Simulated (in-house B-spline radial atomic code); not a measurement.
How numerical settings move a run on Br2+, [Ar] 3d10 4s2 4p3. Computed with an all-electron radial atomic-structure program (B-spline basis): scalar-relativistic (X2C) LC-wPBE, spin-polarised, spherical fractional occupations, Fermi nucleus of rms radius 4.1629 fm.

Command:
```bash
python run_scf.py task.json out
```
Settings of the sound reference run:
```
Z                35
electrons        33
configuration    [Ar] 3d10 4s2 4p3
hamiltonian      x2c
method           lc_wpbe
spin_polarised   True
nucleus          fermi
rms_radius       4.1629
mass_number      79
atomic_mass      78.91834
speed_of_light   137.036
knot_spacing     0.22
spline_order     8
gauss_points     12
box_radius       22.22
max_iterations   70
damping          0.5
damped_steps     3
diis_vectors     10
tolerance        1e-08
start            Thomas-Fermi
```

Cost of the run: 1.3 s on 1 thread of Arm Neoverse N1 (shared host).

It converges in 10 iterations to -2604.781745 hartree, with 4p up at -34.0521 eV. The other runs change the listed settings, some to values that make no sense; their results aren't properties of the atom or ion. Radii are in bohr (the nuclear one in fm), a minus after a letter asks for a j subshell, and «unchanged» means within 1e-8 hartree. The run stops when the residual is below 10 × tolerance × max(1, Z/10), or a noise floor if that is larger, and the energy moves by less than 1e-8 × √|E| hartree; so very loose and very tight tolerances often act alike.

```tsv
changed settings	outcome
electrons = 37, configuration = [Ar] 3d10 4s2 4p7, max_iterations = 75	stopped with error: shell 4p holds at most 3 electrons (per spin)
spline_order = 4	converged in 10 iterations, energy +9.83e-04 hartree from the reference, 4p up level -8.2e-05 eV
spline_order = 3	converged in 10 iterations, energy +6.11e-02 hartree from the reference, 4p up level +2.9e-04 eV
hamiltonian = dirac, method = hf, spin_polarised = False, speed_of_light = 31.50458	converged in 10 iterations to -3598.8005 hartree, a different physical problem
spline_order = 6	converged in 10 iterations, energy +3.02e-06 hartree from the reference, 4p up level -1.3e-05 eV
max_iterations = 60, damping = 0.2, start = bare nucleus	converged in 12 iterations, energy unchanged, 4p up level -1.1e-06 eV
diis_vectors = 4	converged in 10 iterations, energy unchanged, 4p up level +1.6e-06 eV
max_iterations = 3	not converged after 3 iterations, last residual 1.8e-02, last energy +3.90e-03 hartree from the reference
max_iterations = 8	not converged after 8 iterations, last residual 1.7e-05, last energy +4.00e-09 hartree from the reference
diis_vectors = 1	not converged after 70 iterations, last residual 1.2e-06, last energy +0.00e+00 hartree from the reference
spline_order = 10	converged in 10 iterations, energy +2.39e-07 hartree from the reference, 4p up level +9.9e-05 eV
max_iterations = 12, damped_steps = 0	converged in 9 iterations, energy unchanged, 4p up level -1.8e-06 eV
max_iterations = 12	converged in 10 iterations, energy unchanged
first_knot = 2.86e-06, max_iterations = 50, start = bare nucleus	converged in 11 iterations, energy -5.82e-07 hartree from the reference, 4p up level +9.3e-05 eV
```

Question: What happens with max_iterations = 2?

Answer: Not converged after 2 iterations, last residual 1.4e-01, last energy +4.03e-01 hartree from the reference.

Question: What happens with diis_vectors = 0?

Answer: Converged in 24 iterations, energy unchanged, 4p up level -4.8e-06 eV.

Question: What happens with spline_order = 5?

Answer: Converged in 10 iterations, energy +2.92e-05 hartree from the reference, 4p up level +9.3e-05 eV.

Question: What happens with diis_vectors = 2?

Answer: Converged in 13 iterations, energy unchanged, 4p up level -2.8e-06 eV.
